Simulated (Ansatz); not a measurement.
Species: sum formula H₄Si₂OF, net charge 0, doublet state. It need not be the lowest isomer of its formula. SMILES: F[SiH2]O[SiH2]
Geometry from a B3LYP-D3(BJ)/def2-TZVP (Ansatz, a program for electronic structure) optimisation:
```
O
Si 1 1.6228
F 2 1.6005 1 109.46
Si 1 1.6471 2 150.83 3 -45.73
H 2 1.4709 3 107.79 1 118.24
H 2 1.4739 5 113.28 3 -118.45
H 4 1.4865 1 107.46 2 -160.00
H 4 1.4901 7 110.53 1 -119.43
```
Charge 0, spin multiplicity 2.

Wanted: atomisation energy (electronic, to ground-state atoms), in kJ/mol. Cores are frozen in the correlated levels unless marked. Open shells are spin-unrestricted. No spin-orbit coupling. Non-relativistic. The coupled-cluster limit lacks core correlation, which all-electron functionals hold. CBS marks a two-point X^-3 extrapolation of the correlation energy; Hartree-Fock from the larger set.

| level | program | atomisation energy (kJ/mol) |
|---|---|---|
| HF/6-31G | Ansatz | 1599.1 |
| HF/aug-cc-pV(T+d)Z | Ansatz | 2096.2 |

Question: Estimate the value at CCSD(T)/CBS(aug-cc-pV(T+d)Z,aug-cc-pV(Q+d)Z) as computed with Ansatz.

Answer: 2793.5 kJ/mol
